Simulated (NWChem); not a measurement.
Basis-set convergence for H2BrNSi

```xyz
5

Si     0.8055     1.1203     0.0000
Br    -0.8986    -0.4330     0.0000
N      2.1399     0.0169     0.0000
H      2.0877    -1.0079     0.0000
H      3.1062     0.3608     0.0000
```
Charge 0, spin multiplicity 1.

Everything below was run with NWChem. All single points use one geometry, from PBE/def2-SVP, a minimum by its harmonic frequencies. It is one conformer; others weren't searched.

Quantity: LUMO energy at the level PBE0.

The Hamiltonian is non-relativistic. The Pople sets run with spherical d functions. The structure started from a generated list of species.

```csv
basis,functions,LUMO energy (eV)
STO-3G,34,?
3-21G,48,-1.63
6-31G*,68,?
pcseg-1,69,?
def2-SVP,74,-1.64
aug-cc-pVDZ,104,-1.90
cc-pVTZ,135,-1.76
def2-TZVPD,155,-1.86
aug-cc-pVTZ,201,-1.88
cc-pVQZ,242,-1.82
```

Problem. What belongs in the gaps?

Solution. 
- STO-3G, LUMO energy (eV): 2.30
- 6-31G*, LUMO energy (eV): -1.71
- pcseg-1, LUMO energy (eV): -1.78
